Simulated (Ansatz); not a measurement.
C₂H₁₀BNSi, SMILES `CN(C)B[SiH3]`, relaxed with RKS PBE0-D4/def2-TZVP in the Gaussian-basis code of Ansatz from a PBE-D4/def2-SVP geometry. The force threshold is 0.005 eV/Å; the program also tests the step.

Charge 0, multiplicity 1.

Start:

```xyz
15

C    -0.399   -1.776   -1.020
N    -0.028   -0.582   -0.267
C     1.119   -0.803    0.603
B    -0.732    0.625   -0.385
Si   -0.330    2.332    0.627
H    -0.654   -2.615   -0.334
H     0.444   -2.119   -1.660
H    -1.272   -1.561   -1.661
H     1.388    0.127    1.136
H     0.899   -1.593    1.355
H     2.002   -1.143    0.017
H    -1.683    0.629   -1.153
H     1.057    2.438    1.223
H    -0.514    3.538   -0.261
H    -1.296    2.502    1.779
```

```tsv
step	energy (eV)	largest force (eV/Å)	largest move (Å)
1	-12274.5595	0.490	0.000
2	-12274.6097	0.167	0.030
3	-12274.6138	0.016	0.010
4	-12274.6139	0.011	0.006
5	-12274.6140	0.005	0.006
6	-12274.6145	0.027	0.059
7	-12274.6148	0.052	0.057
8	-12274.6152	0.049	0.028
9	-12274.6158	0.051	0.065
10	-12274.6160	0.075	0.046
11	-12274.6163	0.052	0.026
12	-12274.6165	0.030	0.023
13	-12274.6167	0.012	0.028
14	-12274.6168	0.008	0.027
15	-12274.6168	0.002	0.013
16	-12274.6168	0.002	0.007
```

End:

```xyz
15

C    -0.412   -1.769   -0.991
N    -0.032   -0.582   -0.252
C     1.166   -0.787    0.532
B    -0.759    0.597   -0.313
Si   -0.349    2.316    0.657
H    -0.596   -2.607   -0.309
H     0.389   -2.069   -1.676
H    -1.315   -1.574   -1.565
H     1.426    0.119    1.075
H     1.021   -1.600    1.252
H     2.006   -1.064   -0.115
H    -1.733    0.589   -1.018
H     0.862    2.314    1.530
H    -0.170    3.422   -0.328
H    -1.505    2.696    1.522
```

It took 41 s on 4 threads of an INTEL XEON PLATINUM 8581C on a shared host, with 0.65 GiB of host memory at the peak.
